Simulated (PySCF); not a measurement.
C2H6AsGa.
Structure used (PBE0-D3(BJ)/def2-SVP), in Å, numbered top down from 1:
```
atom  x, y, z in Å
C1     2.1180   -1.4557   -0.4174
C2     1.5797   -0.3631   -0.3308
Ga3    0.6565    1.3424   -0.1701
As4   -1.5740    0.0234    0.3210
H5     2.6047   -2.4117   -0.4965
H6     0.2576    2.0685   -1.5016
H7     0.8129    2.1059    1.1912
H8    -1.9831   -0.9954   -0.7150
H9    -1.5166   -0.9113    1.5055
H10   -2.9476    0.6010    0.5907
```

The closed-shell ground state was solved at several levels (PySCF, density fitting, gas phase). Relativistic effects, spin–orbit coupling among them, are left out although an element past zinc is present.

| level | basis functions | total energy (Eh) | HOMO (eV) | LUMO (eV) | gap (eV) | dipole (D) |
| --- | --- | --- | --- | --- | --- | --- |
| B3LYP/def2-SVPD | 164 | -4239.9809 | -7.22 | -0.92 | 6.30 | 3.51 |
| PBE0/pcSseg-1 | 146 | -4239.3836 | -7.44 | -0.56 | 6.88 | 3.78 |
| B3LYP/pcJ-1 (pcSseg-1 on As, pcSseg-1 on Ga) | 196 | -4240.1422 | -7.20 | -0.81 | 6.39 | 3.65 |

Question: Estimate the row for HF/pcSseg-2, a basis of 282 functions; the other rows only guide the guess.

Answer: Total energy -4236.6651 Eh, HOMO -10.10 eV, LUMO 2.11 eV, gap 12.21 eV, dipole 3.78 D.

Question: Over all these levels, which gives the widest orbital gap and which the narrowest?

Answer: HF/pcSseg-2 (Hartree–Fock, all exact exchange) has the widest, 12.21 eV, and B3LYP/def2-SVPD (global hybrid, 20 % exact exchange) the narrowest, 6.30 eV. Functional and basis both differ between the two, so the spread mixes both effects. The HOMO need not be the same orbital at Hartree–Fock and at DFT levels.

Question: How far do the dipole and the HOMO energy spread over the levels?

Answer: The dipole runs from 3.51 to 3.78 D (mean 3.68 D) and the HOMO from -10.10 to -7.20 eV.
